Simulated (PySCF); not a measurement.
A species of formula C3H8N2OSi2 has this rotational fingerprint, computed with CAM-B3LYP/def2-SVPD in PySCF (dipole) on a GFN2-xTB geometry, gas phase:

- Rotational constants: A = 2392, B = 869.0, C = 712.8 MHz
- Dipole components: |μa| = 2.32 D, |μb| = 1.38 D, |μc| = 1.97 D
- Inertial defect: -83.85 u·Å²
- κ: -0.81

**Question.** Which candidate fits, each taken in the one conformer that was computed?
A. `[N:1]#[C:2][CH2:3][C:4](=[O:5])[Si@@H:6]([NH2:7])[SiH3:8]` with C2–C3–C4–O5 -114°, C3–C4–Si6–N7 -7°, C4–Si6–N7–H 168° and -54°
B. `[CH3:1][Si@:2]([SiH3:3])([C:4]#[N:5])[C:6]([NH2:7])=[O:8]` with C1–Si2–C6–N7 94°, Si2–C6–N7–H 180° and 3°

**Answer.** A. It is N#CCC(=O)[Si@@H](N)[SiH3], an asymmetric top, point group C1. The candidates at the same level (rigid rotor, commonest isotopes):

| SMILES | A (MHz) | B (MHz) | C (MHz) | μa (D) | μb (D) | μc (D) | Δ (u·Å²) | point group | rotor |
| --- | --- | --- | --- | --- | --- | --- | --- | --- | --- |
| C[Si@]([SiH3])(C#N)C(N)=O | 1351 | 1200 | 885.3 | 0.22 | 0.13 | 1.29 | -224.33 | C1 | asymmetric top |
| N#CCC(=O)[Si@@H](N)[SiH3] | 2392 | 869.0 | 712.8 | 2.32 | 1.38 | 1.97 | -83.85 | C1 | asymmetric top |

`C[Si@]([SiH3])(C#N)C(N)=O` has A 44 % too low. No structure here is proved a minimum.
